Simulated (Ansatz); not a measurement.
```xyz
16

C     1.191    1.697    0.938
Al   -0.279    0.630    0.217
C    -1.878    0.224    1.266
F    -0.530    0.781   -1.463
O     0.506   -1.110   -0.244
Si    0.533   -1.534   -1.903
H     0.880    2.731    1.124
H     2.046    1.739    0.257
H     1.553    1.308    1.897
H    -2.549   -0.469    0.749
H    -2.457    1.129    1.478
H    -1.632   -0.219    2.238
H     0.875   -1.742    0.376
H    -0.836   -1.680   -2.424
H     1.181   -2.874   -1.846
H     1.395   -0.612   -2.661
```

Charge 0, multiplicity 1.

Problem. List the CAM-B3LYP/def2-TZVPP orbital energies in eV (Ansatz). (Best estimate.)

Solution. Computed: Occupied: -1802.25, -1525.34, -671.82, -524.48, -277.33, -277.33, -146.72, -113.37, -102.12, -102.03, -102.00, -74.08, -73.98, -73.89, -32.61, -31.49, -20.20, -19.93, -18.95, -16.95, -14.59, -13.91, -13.70, -12.46, -12.42, -12.10, -12.00, -11.81, -11.72, -11.33, -11.27, -10.16, -8.54. Lowest empty: 0.25, 1.75, 1.99, 2.07, 2.27, 2.43, 2.75, 3.60.
